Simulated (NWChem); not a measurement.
Species: BSiH3OF2; SMILES [SiH3]OB(F)F

```xyz
8

B     -0.0458     0.9696    -0.0467
F     -0.6674     2.0841     0.2853
F      1.0627     1.0739    -0.7693
O     -0.5259    -0.2205     0.3379
Si     0.0053    -1.7993     0.0934
H      1.3635    -1.9668     0.6825
H      0.0381    -2.0952    -1.3665
H     -0.9719    -2.6820     0.7807
```
Atoms are numbered in this order, from 1.

Computed with NWChem. Pople sets run with spherical d functions. Structure relaxed at the PBE0/def2-SVP level. Vzz is the largest principal value of the second derivative of the potential at the nucleus (NWChem prints the opposite sign); η is the asymmetry. Non-relativistic.

```
level                   Vzz B1 (a.u.)  η B1  Vzz O4 (a.u.)  η O4
----------------------  -------------  ----  -------------  ----
PBE0/cc-pVTZ                    0.294  0.28          0.938  0.30
PBE0/def2-TZVP                  0.288  0.29          0.929  0.31
Hartree-Fock/def2-TZVP            ___  0.28            ___  0.30
Hartree-Fock/6-31G*             0.302  0.31          0.980  0.21
```

Task: Some entries are withheld; supply them.

Result: 
- Hartree-Fock/def2-TZVP, Vzz B1 (a.u.): 0.340
- Hartree-Fock/def2-TZVP, Vzz O4 (a.u.): 0.955
